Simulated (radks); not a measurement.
Polarisability of the barium ion Ba8+, [Kr] 4d10 5s2, at imaginary frequency. Method: non-relativistic Kohn-Sham, LDA (Slater exchange, Perdew-Wang correlation), spin-unpolarised, spherical densities, point nucleus; relativity is left out, which matters for an element this heavy; computed with a radial shooting solver on a logarithmic mesh with Libxc functionals. Response by self-consistent Sternheimer equations with the Hartree and adiabatic LDA kernel.

w (hartree),alpha1(iw) (bohr^3),alpha2(iw) (bohr^5)
0.00266,3.582,4.619
0.0143,3.580,4.619
0.0360,3.574,4.617
0.0697,3.552,4.611
0.118,3.498,4.594
0.186,3.384,4.558
0.280,3.167,4.482
0.413,2.808,4.332
0.605,2.305,4.048
0.892,1.733,3.548
1.35,1.215,2.775
2.12,0.8146,1.828
3.59,0.4987,0.9776
6.94,0.2287,0.4052
17.5,0.05873,0.09425

Static values: alpha1 = 3.582 bohr^3 (0.5307 angstrom^3; uncoupled 6.543), alpha2 = 4.619 bohr^5, alpha3 = 12.77 bohr^7. C6 = 9.376, C8 = 79.10, triple-dipole C9 = 22.23 atomic units. One-pole (London) frequency 4 C6 / (3 alpha1^2) = 0.975 hartree, against 4.439 for minus the highest occupied eigenvalue. The dipole shielding factor is 0.857, as the force sum rule N/Z = 0.857 demands.
